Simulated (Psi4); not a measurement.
C$_{2}$H$_{3}$O$_{2}$ (SMILES [CH2]C(=O)O), doublet, geometry from GFN2-xTB. Base run: Psi4 1.11 with PBE0/STO-3G.

Here is a job for Psi4.
```
memory 2 GB

molecule {
0 2
C     0.04765939    0.08243276   -0.05118241
O     0.27214038    1.15850639   -0.57845970
O    -1.15674511   -0.20174152    0.49367599
H    -1.74941322    0.55735887    0.38773571
C     0.98018779   -0.98897084    0.06432854
H     0.69019151   -1.90286014    0.54732555
H     1.96897649   -0.86938916   -0.33566831
}

set {
  basis sto-3g
  reference uks
}

energy('pbe0')
print_variables()
```

Each row names what was changed in the base input (with any setting that the change needs).

| change | ΔE vs base (µEh) | SCF cycles | grid points | basis functions |
|---|---|---|---|---|
| base | 0.0 | 11 | 149507 | 23 |
| e_convergence = 1e-4 | 0.0 | 11 | 149507 | 23 |
| dft_basis_tolerance = 1e-8 | 0.0 | 11 | 146750 | 23 |
| dft_radial_scheme = multiexp | -0.1 | 11 | 157582 | 23 |
| df_basis_scf = cc-pvqz-jkfit | 1009 | 11 | 149507 | 23 |
| cholesky_tolerance = 1e-3 (with scf_type cd) | 1587 | 10 | 149507 | 23 |
| scf_type = direct | 1159 | 13 | 149507 | 23 |
| dft_pruning_scheme = robust | 0.0 | 11 | 102403 | 23 |
| d_convergence = 1e-10 | 0.0 | 17 | 149507 | 23 |
| scf_initial_accelerator = ediis | 0.0 | 11 | 149507 | 23 |
| guess = core | 0.0 | 13 | 149507 | 23 |
| ints_tolerance = 1e-8 | 0.0 | 11 | 149507 | 23 |
| df_basis_scf = def2-universal-jkfit | 0.0 | 11 | 149507 | 23 |

Open shells are given as the SCF converged; they aren't shown to be the lowest states, and a large step between rows can be another state.
